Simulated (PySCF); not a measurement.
Molecule: trifluoromethanesulfonic acid, CHF3O3S.

Geometry (Å), atoms numbered from 1 in this order:
```xyz
9

O    -0.931    0.033    1.615
S    -0.788   -0.259    0.234
O    -1.397   -1.389   -0.351
O    -1.136    1.036   -0.608
C     1.039   -0.316   -0.147
F     1.565    0.848    0.224
F     1.639   -1.291    0.512
F     1.232   -0.477   -1.445
H    -1.209    1.822   -0.059
```

Frames of a GFN2-xTB Langevin trajectory at 300 K; GIAO PBE0/pcSseg-1 shieldings in PySCF 2.14.0 with density-fitted response routines, gas phase, non-relativistic; equivalent atoms averaged within each frame.

δ = σ(ref) − σ, references computed at the same level: $^{17}$O (σref 336.08) vs H2O; $^{33}$S (σref 503.73) vs CS2; TMS for $^{13}$C (σref 186.93) and $^{1}$H (σref 31.72); $^{19}$F (σref 170.95) against CFCl3. The references are static minima.

How do the shifts (ppm) fluctuate along the trajectory?

Answers


```csv
time (fs),O1/O3,O4,S2,C5,F6/F7/F8,H9
optimised geometry,213.3,186.9,294,129.3,-90.3,5.32
250,249.5,193.6,315,129.8,-76.8,5.72
425,230.5,195.0,296,139.5,-58.3,5.45
625,228.1,191.2,302,140.8,-55.5,4.93
800,230.5,181.3,313,131.8,-88.3,6.33
1000,205.4,193.3,274,133.9,-75.6,5.43
mean of frames,228.8,190.9,300,135.2,-70.9,5.57
standard deviation,15.7,5.5,17,4.8,13.7,0.51
```

5 frames give an uncertainty of the mean of about the standard deviation over 2.2 at best, since frames this close in time may not be independent; classical motion lacks zero-point vibration, and the reference would need the same averaging.
